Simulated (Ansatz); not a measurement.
B$_{2}$H$_{7}$NSSi (`BB(N)S[SiH3]`). Total charge 0; spin multiplicity 1.

```xyz
12

B     0.863    0.476   -1.429
B    -0.495   -0.270   -0.966
N    -1.484   -1.223   -0.939
S    -0.510    1.333    0.099
Si    0.493    0.485    1.797
H     0.845    1.256   -2.338
H     1.909    0.254   -0.884
H    -1.454   -2.039   -1.527
H    -2.302   -1.161   -0.355
H    -0.448    0.449    2.945
H     1.659    1.335    2.133
H     0.924   -0.894    1.464
```

Task: List the harmonic frequencies (cm⁻¹, unscaled) at PBE0-D4/def2-TZVP in Ansatz. (Best estimate.)

Result: Computed: 50, 109, 148, 210, 285, 301, 499, 527, 564, 570, 609, 641, 691, 741, 758, 891, 918, 933, 948, 992, 1135, 1494, 1637, 2228, 2243, 2254, 2557, 2632, 3607, 3704.

Task: Is this a minimum?

Result: Yes, all 30 modes are real.

Task: Give the ideal-gas thermochemistry at 298.15 K and 1 bar (rigid rotor, harmonic oscillator; point group C1, symmetry number 1).

Result: Zero-point energy 208.6 kJ/mol; H(298) − E = 232.3 kJ/mol; entropy 366.1 J/(mol·K), of which translation 166.6, rotation 114.2, vibration 85.3; G(298) − E = 123.2 kJ/mol. Modes under 100 cm⁻¹ are hindered rotations or soft bends, so the harmonic entropy is rough.

Task: And at 400, 500, 600, 800 and 1000 K?

Result: 
```tsv
T (K)	H − E (kJ/mol)	S (J/mol/K)	G − E (kJ/mol)
400	246.7	407.4	83.7
500	263.0	443.8	41.1
600	281.1	476.6	-4.9
800	320.9	533.8	-106.1
1000	364.6	582.4	-217.9
```
